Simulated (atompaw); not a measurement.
**u(r) = r·R(r): atom against pseudo-atom (nitrogen (N))**

Columns: radius, all-electron u(r) and pseudo u(r) of the 2p shell (level -7.20 eV) of nitrogen in the configuration [He] 2s1.75 2p3.25; PBE, non-relativistic, PAW (atompaw) scheme, atompaw 4.2.0.5.

| r (bohr) | all-electron | pseudo |
| --- | --- | --- |
| 0.110 | 0.0852 | 0.0054 |
| 0.219 | 0.2422 | 0.0213 |
| 0.329 | 0.4006 | 0.0470 |
| 0.438 | 0.5324 | 0.0812 |
| 0.548 | 0.6343 | 0.1227 |
| 0.658 | 0.7068 | 0.1694 |
| 0.767 | 0.7524 | 0.2189 |
| 0.877 | 0.7760 | 0.2698 |
| 0.987 | 0.7817 | 0.3197 |
| 1.096 | 0.7741 | 0.3660 |
| 1.206 | 0.7565 | 0.4079 |
| 1.315 | 0.7321 | 0.4432 |
| 1.425 | 0.7028 | 0.4714 |
| 1.535 | 0.6705 | 0.4915 |
| 1.644 | 0.6368 | 0.5032 |
| 1.754 | 0.6022 | 0.5069 |
| 1.863 | 0.5679 | 0.5030 |
| 1.973 | 0.5338 | 0.4924 |
| 2.083 | 0.5007 | 0.4762 |
| 2.192 | 0.4691 | 0.4559 |
| 2.302 | 0.4385 | 0.4323 |
| 2.412 | 0.4094 | 0.4071 |
| 2.521 | 0.3821 | 0.3815 |
| 2.631 | 0.3561 | 0.3561 |
| 2.740 | 0.3319 | 0.3319 |
| 2.850 | 0.3089 | 0.3089 |

How many radial nodes do the two functions have?

The all-electron 2p function has n − l − 1 = 0; the pseudo-wave has 0.

Where does each function peak?

Outermost all-electron maximum near 0.99 bohr, pseudo maximum near 1.75 bohr (to the table’s step).

Is the pseudo-wave norm-conserving?

No, it belongs to a PAW set: the norm inside the radius is not constrained, and the difference is carried by the augmentation charge.
